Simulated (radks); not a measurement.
The numbers below are computed, except where a source is named.
Task: Numerical settings for the xenon ion Xe3+, [Kr] 4d10 5s2 5p3. Code: a radial shooting solver on a logarithmic mesh with Libxc functionals. Model: scalar-relativistic Kohn-Sham, BLYP, spin-polarised, spherical densities, finite nucleus; open shells are filled with parallel spins first (spin-orbit coupling, left out, can overturn this in heavy ions); Fermi nuclear charge, rms radius 4.7859 fm. The defaults (mesh step 0.008 in ln r, mesh end at 40 bohr or more with all orbitals vanishing there, Anderson mixing 0.5 over 9 steps, residual threshold near 1e-9 with the energy settled to 1e-9 hartree or 1e-11 of itself, here a cap of 80 iterations) give E = -7445.3765 hartree and 5p at -37.738 eV in 16 iterations. Run on one thread of a shared host, so times are rough (Arm Neoverse N1): 0.29 s of CPU time, 0.29 s wall, 16 iterations on 2213 mesh points. One setting is changed at a time: mesh step in ln r 0.12; mesh step in ln r 0.012; mesh step in ln r 0.02; mesh end (bohr) 400; mesh end (bohr) 3; residual threshold 0.01; residual threshold 1e-16; mixing 0.2; linear mixing, mixing 0.8; linear mixing, mixing 1; mixing history 20; iteration cap 5. Which runs fail to converge, and which converge to a wrong energy?

Result: Not converged within the cap: mesh step in ln r 0.12; residual threshold 1e-16; linear mixing, mixing 0.8; linear mixing, mixing 1; iteration cap 5. Settings that end as converged yet miss the energy by more than 1 mhartree: mesh end (bohr) 3 (+0.875 hartree).
